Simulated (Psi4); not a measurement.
Complex: CH4 (SMILES C) (first 5 atoms) with N2 (SMILES N#N); geometry from B3LYP-D3(BJ)/def2-TZVP, rigid monomers moved along the line of their centres of mass till C1···N6 is 4.16 Å.
(charge 0, multiplicity 1):
```xyz
7

C      0.02468    -0.04913    -0.08081
H      0.96422     0.39518     0.24492
H     -0.07878    -1.04061     0.35790
H     -0.80434     0.57915     0.24196
H      0.01840    -0.12948    -1.16685
N      0.05698    -0.38048     4.06115
N     -0.20738     0.67718     4.02559
```

Method: Psi4 1.11 with SAPT0/jun-cc-pV(D+d)Z.

### Question
Give the four SAPT terms and the total, and say what mostly holds the pair together.

### Answer
electrostatics -1.8, exchange 3.9, induction -0.2, dispersion -9.5, total -7.6 meV; the largest attraction is dispersion.
